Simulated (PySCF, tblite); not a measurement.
Species: C5H6ClF3O.
SMILES with atom numbers: `[CH3:1][C@@H:2]([CH2:3][C:4]([F:5])([F:6])[F:7])[C:8](=[O:9])[Cl:10]` (hydrogens: H11, H12, H13 on C1; H14 on C2; H15, H16 on C3)

Cartesian coordinates in Å at the GFN2-xTB level; atoms count from 1:
```xyz
16
C5H6ClF3O angstrom
C     -1.055   -1.471    0.612
C     -0.238   -0.181    0.467
C      0.523   -0.154   -0.864
C      1.660    0.850   -0.823
F      2.309    0.918   -1.993
F      1.253    2.091   -0.530
F      2.580    0.527    0.103
C     -1.211    0.972    0.525
O     -1.722    1.528   -0.388
Cl    -1.622    1.402    2.180
H     -1.760   -1.569   -0.210
H     -0.391   -2.331    0.612
H     -1.608   -1.460    1.547
H      0.462   -0.111    1.303
H      0.960   -1.131   -1.079
H     -0.148    0.128   -1.678
```

Method: PBE0/pcSseg-1 in PySCF (dipole) on a GFN2-xTB geometry, gas phase.

Take the most abundant isotopes and a rigid rotor. The values belong to one conformer with, in the numbering `[CH3:1][C@@H:2]([CH2:3][C:4]([F:5])([F:6])[F:7])[C:8](=[O:9])[Cl:10]`, C1–C2–C3–C4 -161°, C1–C2–C8–O9 -94°.

(1) What are A, B and C (MHz)?

(2) What kind of rotor is it?

(3) Is it planar, by Δ = Ic − Ia − Ib?

(4) Which types of transition are allowed, and where do some lines up to J = 4 fall?

(5) Estimate the classical rotational partition function at 10 K, 50 K and 200 K.

## Answers

(1) Ia = 270.92, Ib = 749.60, Ic = 810.24 u·Å²; 505379 MHz·u·Å²/I gives A = 1865, B = 674.2, C = 623.7 MHz.

(2) A near-prolate asymmetric top; Ray's κ = -0.919.

(3) Not planar: Δ = Ic − Ia − Ib = -210.28 u·Å². For a rigid frame Δ = −2 Σ m c², so Σ m c² = 105.14 u·Å² lies off the ab plane: 5.66 from hydrogen and 99.48 from heavier atoms. The atom farthest from that plane is 1.58 Å away.

(4) The dipole components are |μa| = 0.26 D, |μb| = 3.58 D, |μc| = 0.64 D. The squared components, which scale the intensities, stand as 0.01 : 1.00 : 0.03 (a : b : c). Some lines, for components of 0.1 D or more:

```csv
type,branch,"J(Ka,Kc)",MHz,lower level (cm⁻¹)
b,R,"3(1,2) ← 2(2,1)",395,0.292
a,Q,"4(1,3) ← 4(1,4)",504,0.465
c,Q,"1(1,1) ← 1(0,1)",1191,0.043
a,R,"1(0,1) ← 0(0,0)",1298,0.000
b,Q,"4(1,3) ← 4(0,4)",1488,0.432
a,R,"2(0,2) ← 1(0,1)",2594,0.043
c,Q,"4(2,3) ← 4(1,3)",3400,0.482
c,Q,"3(2,2) ← 3(1,2)",3499,0.305
b,R,"2(1,2) ← 1(0,1)",3737,0.043
b,Q,"3(2,2) ← 3(1,3)",3802,0.295
b,Q,"4(2,3) ← 4(1,4)",3904,0.465
a,R,"3(1,2) ← 2(1,1)",3969,0.173
b,R,"4(0,4) ← 3(1,3)",4104,0.295
a,R,"4(1,4) ← 3(1,3)",5088,0.295
a,R,"4(0,4) ← 3(0,3)",5176,0.260
b,Q,"4(3,1) ← 4(2,2)",6064,0.596
c,Q,"3(3,1) ← 3(2,1)",6075,0.422
b,Q,"3(3,0) ← 3(2,1)",6075,0.422
b,R,"4(1,4) ← 3(0,3)",6160,0.260
c,R,"2(2,0) ← 1(1,0)",6221,0.085
b,R,"3(2,2) ← 2(1,1)",7467,0.173
b,Q,"4(4,0) ← 4(3,1)",8512,0.798
c,R,"4(2,2) ← 3(1,2)",8713,0.305
b,R,"3(3,1) ← 2(2,0)",9975,0.292
b,R,"4(3,2) ← 3(2,1)",11270,0.422
c,R,"4(4,0) ← 3(3,0)",13707,0.625
c,R,"4(4,1) ← 3(3,1)",13707,0.625
```

(5) Point group C1, symmetry number σ = 1; q = (√π/σ)·√((kT/h)³/(ABC)), k/h = 20836.6 MHz/K: 6020 at 10 K, 67300 at 50 K, 538000 at 200 K.

Its GFN2-xTB frequencies are all real (lowest 32 cm⁻¹). These are rigid-rotor constants of the computed structure; measured ground-state constants (B0) also hold zero-point vibration. A rigid rotor knows nothing of internal rotation, which can split or shift real lines. Quadrupole hyperfine structure (35Cl) is left out.
